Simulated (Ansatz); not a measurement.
Abstraction of Cl: C2HClF2 + SbH2 → C2HF2 + SbH2Cl

Species: C2HClF2 `FC(F)=CCl`, singlet; SbH2 `[SbH2]`, doublet; C2HF2 `[CH]=C(F)F`, doublet; SbH2Cl `[Cl][SbH2]`, singlet. A radical takes Cl: the energy is the difference in strength between the C–Cl bond broken and the Sb–Cl bond made.

Shapes, held fixed at every level: PBE0-D4/def2-TZVP. Programs: Ansatz 0.2.0. The zero-point and thermal change to 298 K, harmonic and unscaled (PBE0-D4/def2-TZVP), is -3.6 kJ/mol.

| level | kind | ΔH(298 K) (kJ/mol) |
| --- | --- | --- |
| HF/def2-TZVPP | Hartree–Fock | +45.9 |
| PBE-D4/def2-TZVPP | GGA | +79.6 |
| r2SCAN-D4/def2-TZVPP | meta-GGA | +69.7 |
| BHLYP-D4/def2-TZVPP | global hybrid | +70.6 |
| PBE0-D4/def2-TZVPP | global hybrid | +81.4 |
| r2SCAN0-D4/def2-TZVPP | global hybrid | +73.8 |
| wB97X-V/def2-TZVPP | range-separated hybrid | +81.4 |
| B2PLYP/def2-TZVPP | double hybrid | +79.7 |

B2PLYP/def2-TZVPP gives ΔH(298 K) = +79.7 kJ/mol; the levels span +45.9 to +81.4. The median of the levels is +76.7. No measured value is set beside it here. Spin contamination: C2HF2 (⟨S²⟩ up to 0.90). Open shells run unrestricted unless RO is named. For atoms past krypton def2 sets carry core potentials with scalar relativity. Correlated rows may include outer-core shells of Sb, which these sets cover unevenly.
